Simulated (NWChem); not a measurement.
All runs are NWChem calculations. System: BeF2, charge 0, spin multiplicity 1, at a geometry optimised with B3LYP/def2-SVP. The structure started from a generated list of species. Level: B2PLYP/cc-pVQZ, 3 core orbitals frozen.

Input file:

```
start mol
memory heap 200 mb stack 900 mb global 1100 mb
geometry units angstroms nocenter noautoz
  Be     0.000000     0.000000     0.000000
  F      0.000000     0.000000     1.386504
  F      0.000000     0.000000    -1.386504
  symmetry group D2h
end
basis spherical
  * library cc-pvqz
end
dft
  xc hfexch 0.53 becke88 0.47 lyp 0.73 mp2 0.27
  dftmp2
  semidirect memsize 60000000 filesize 0
  iterations 100
end
mp2
  freeze core 3
end
task dft energy
```

Output (cleaned and shortened):

```
             Northwest Computational Chemistry Package (NWChem) 7.3.0
             --------------------------------------------------------

                                NWChem Input Module
                                -------------------

 Scaling coordinates for geometry "geometry" by  1.889725989
 (inverse scale =  0.529177249)

 Turning off AUTOSYM since
 SYMMETRY directive was detected!

                             Geometry "geometry" -> ""
                             -------------------------

 Output coordinates in angstroms (scale by  1.889725989 to convert to a.u.)

  No.       Tag          Charge          X              Y              Z
 ---- ---------------- ---------- -------------- -------------- --------------
    1 Be                   4.0000     0.00000000     0.00000000     0.00000000
    2 F                    9.0000     0.00000000     0.00000000     1.38650400
    3 F                    9.0000     0.00000000     0.00000000    -1.38650400

 Effective nuclear repulsion energy (a.u.)      42.9370852969

            Nuclear Dipole moment (a.u.)
            ----------------------------
        X                 Y               Z
 ---------------- ---------------- ----------------
     0.0000000000     0.0000000000     0.0000000000

      Symmetry information
      --------------------

 Group name             D2h
 Group number             26
 Group order               8
 No. of unique centers     2

      Symmetry unique atoms

     1    2


 Summary of "ao basis" -> "" (spherical)
 ------------------------------------------------------------------------------
       Tag                 Description            Shells   Functions and Types
 ---------------- ------------------------------  ------  ---------------------
 *                          cc-pvqz                   on all atoms

  dft_input: which_mp2 not specified, using semidirect MP2 by default.

                                 NWChem DFT Module
                                 -----------------

 Summary of "ao basis" -> "ao basis" (spherical)
 ------------------------------------------------------------------------------
[...]
     2   1 1 0     -0.000000     -0.000000     -0.000000      0.000000
     2   1 0 1      0.000000      0.000000      0.000000      0.000000
     2   0 2 0     -9.411761     -4.705881     -4.705881      0.000000
     2   0 1 1      0.000000      0.000000      0.000000      0.000000
     2   0 0 2    -15.993272    -69.781548    -69.781548    123.569825

                   NWChem MP2 Semi-direct Energy/Gradient Module
                   ---------------------------------------------

  Basis functions       =    165
  Molecular orbitals    =    165
  Frozen core           =      3
  Frozen virtuals       =      0
  Active alpha occupied =      8
  Active beta occupied  =      8
  Active alpha virtual  =    154
  Active beta virtual   =    154
  Use MO symmetry       = T
  Use skeleton AO sym   = T

  AO/Fock/Back tols     =   1.0D-09  1.0D-09  1.0D-09

 GA uses MA = F    GA memory limited = T

 Available:
  local mem=  4.43D+07
 global mem=  1.44D+08
 local disk=  0.00D+00
  mp2_memr nvloc                   154
  nvloc new                   154
   1 passes of   8:        7340032                     157326                  53378371.
   1 passes of   8: M     44321392           G      144124750           F      36981360.
  mp2_memr nvloc                   154
  nvloc new                   154
   2 passes of   4:        7340032                     106432                  26712471.
   2 passes of   4: M     44321392           G      144124750           F      36981360.

 Semi-direct pass number   1 of   2  for RHF alpha+beta  at        7.9s
  vrange nnbf                 12732
  mp2_eaftype                   101  avail_ma_in_mb                   386
 EAF : mp2_eaftype filesize         101   13356235.
  mp2_eaf for mointskh                    101
Node 0 wrote     62.7 Mb in      0.0 s     Agg I/O rate:  2788.5 Mb/s
 Done moints_semi at       26.0s
  mp2_eaftype                   101  avail_ma_in_mb                   386
 EAF : mp2_eaftype filesize         101   13356235.
  mp2_eaf for kh                   101
 Done maket at       26.1s
 Semi-direct pass number   2 of   2  for RHF alpha+beta  at       26.1s
  vrange nnbf                 12732
  mp2_eaftype                   101  avail_ma_in_mb                   386
 EAF : mp2_eaftype filesize         101   13356235.
  mp2_eaf for mointskh                    101
Node 0 wrote     62.7 Mb in      0.0 s     Agg I/O rate:  2426.2 Mb/s
 Done moints_semi at       43.6s
  mp2_eaftype                   101  avail_ma_in_mb                   386
 EAF : mp2_eaftype filesize         101   13356235.
  mp2_eaf for kh                   101
 Done maket at       43.8s
 Done multipass loop at       43.8s

          -------------------------------------------
          DFT energy                    -214.410219825351
          Unscaled MP2 energy             -0.710151655348
          Total DFT+MP2 energy          -214.601960772295
          -------------------------------------------

 -----------------------
 Performance information
 -----------------------

 Timer overhead =  1.77D-07 seconds/call

               Nr. of calls         CPU time (s)                 Wall time (s)                GFlops
             ---------------    -------------------     ------------------------------   -------------------
Name         Min   Avg   Max    Min     Avg     Max     Min     Avg     Max   Mx/calls   Min     Max     Sum
mp2: moin     2     2     2    36.     36.     36.      36.     36.     36.     18.      0.0     0.0     0.0
mp2: make     2     2     2   0.35    0.35    0.35     0.35    0.35    0.35    0.17      0.0     0.0     0.0
mp2: tota     1     1     1    37.     37.     37.      37.     37.     37.     37.      0.0     0.0     0.0

 The average no. of pstat calls per process was 5.00D+00
 with a timing overhead of 8.84D-07s

 Task  times  cpu:       43.8s     wall:       43.8s

 Total times  cpu:       43.8s     wall:       43.8s
```
